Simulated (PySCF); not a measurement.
Ga(CF3)2(H), SMILES F[C](F)(F)[GaH][C](F)(F)F (C2HF6Ga) (PBE0/def2-SVP optimised geometry):

```
10

Ga    -0.214     0.713     0.000
C      1.803     0.713     0.000
F      2.325     1.858     0.463
F      2.251     0.558    -1.261
F      2.328    -0.281     0.731
C     -1.108    -1.096    -0.002
F     -2.328    -1.070    -0.560
F     -1.265    -1.520     1.266
F     -0.402    -2.034    -0.648
H     -1.039     2.034     0.000
```

Calculation: PBE0/def2-TZVP (PySCF).

Task: What are the frontier orbital energies and the dipole moment?

Result: HOMO-2 -11.94 eV, HOMO-1 -9.37 eV, HOMO -8.88 eV, LUMO -2.63 eV, LUMO+1 -0.02 eV; dipole moment 1.96 D.

On the same geometry PBE/def2-TZVP (PySCF) gives HOMO-2 -9.75 eV, HOMO-1 -7.88 eV, HOMO -7.35 eV, LUMO -3.39 eV, LUMO+1 -0.92 eV; dipole moment 1.70 D.

Meta-Löwdin charges at PBE0/def2-TZVP: Ga1 0.49, C2 0.59, F3 -0.27, F4 -0.27, F5 -0.27, C6 0.59, F7 -0.27, F8 -0.27, F9 -0.27, H10 -0.05.
